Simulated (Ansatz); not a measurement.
Frontier orbitals of CH3ClF2SSi, SMILES `CS[Si](F)(F)Cl`.

Cartesian coordinates in Å:
```
C -0.158 0.721 -1.375
S 1.248 0.054 -0.425
Si 0.196 -0.652 1.229
F -0.612 0.498 1.955
F -0.904 -1.714 0.824
Cl 1.483 -1.490 2.536
H -0.656 1.519 -0.825
H 0.268 1.130 -2.290
H -0.864 -0.067 -1.630
```

The species carries charge 0 and has multiplicity 1. All single points use the PBE0-D4/def2-TZVP geometry. It is one conformer, not always the lowest. Basis def2-TZVPP, Ansatz.

Orbital energies of one run (eV). Highest occupied ones, from the top: -7.77, -9.49, -9.94, -10.02, -11.17, -12.22, -12.34, -12.55, -12.78, -12.99, -13.82, -13.89, -14.51, -16.12. Empty: -0.19, 0.56, 1.02, 1.73, 1.96, 2.25.

(1) Which functional gave them?
A. LDA (SPW92)
B. PBE
C. PBE0
D. CAM-B3LYP

Results:

(1) C. HOMO energies: PBE0 -7.77, PBE -6.49, LDA (SPW92) -6.62, CAM-B3LYP -9.10 eV.
